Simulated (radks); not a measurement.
Valence configurations of F II (all share [He]). All-electron calculation, non-relativistic Kohn-Sham, PBEsol, spin-unpolarised, spherical densities, point nucleus. Program: a radial shooting solver on a logarithmic mesh with Libxc functionals. Energies are relative to 2s2 2p4; eigenvalues in eV.

valence,E (eV),e(2p),e(2s)
2s2 2p4,0.000,-28.230,-47.096
2s1.5 2p4.5,9.439,-28.288,-47.180
2s1 2p5,18.892,-28.350,-47.267
2s0.5 2p5.5,28.357,-28.415,-47.358
2p6,37.835,-28.485,-

NIST lists [He] 2s2 2p4 as the ground configuration; this level of theory agrees among the configurations tried. The energies are those of spherical spin-averaged densities, not of single terms.
